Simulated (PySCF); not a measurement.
Screening by computed properties: pick the candidate that meets the target.

Species are written as SMILES; each is one conformer at its optimised geometry, gas phase, non-relativistic unless stated; the electronic structure was computed with PySCF and density fitting.

The conformers computed, where there is a choice (atom-mapped SMILES and torsion angles):
- `[Cl:1][CH2:2][CH2:3][C:4]12[CH2:5][C:6]([CH2:7]1)[CH2:8]2`: Cl1–C2–C3–C4 -179°, C2–C3–C4–C5 -177°
- `[CH3:1][CH2:2][NH:3][CH:4][O-:5]`: C1–C2–N3–C4 -65°, C2–N3–C4–O5 79°

(1) Wanted: smallest rotational constant between 1 GHz and 4 GHz (GFN2-xTB) and isotropic g value below 2.003 (unrestricted B3LYP/pcH-1, mean-field spin–orbit), at GFN2-xTB geometries. Which candidate meets both?
A. `CC1=CC=C[CH][C@H]1Cl` [radical]
B. `[CH2+][C](F)F` [radical]
C. `ClCCC12C[C](C1)C2` [radical]
D. `C[C@@]12[CH]C[C@@H]1C=C2Cl` [radical]
E. `CCN[CH][O-]` [radical]

## Answers

(1) D. Computed values:
```csv
species,smallest rotational constant,isotropic g value
ClCCC12C[C](C1)C2 [radical],0.761 GHz,2.00269
CC1=CC=C[CH][C@H]1Cl [radical],1.148 GHz,2.01049
C[C@@]12[CH]C[C@@H]1C=C2Cl [radical],1.217 GHz,2.00279
CCN[CH][O-] [radical],2.962 GHz,2.00347
[CH2+][C](F)F [radical],5.387 GHz,2.00388
```
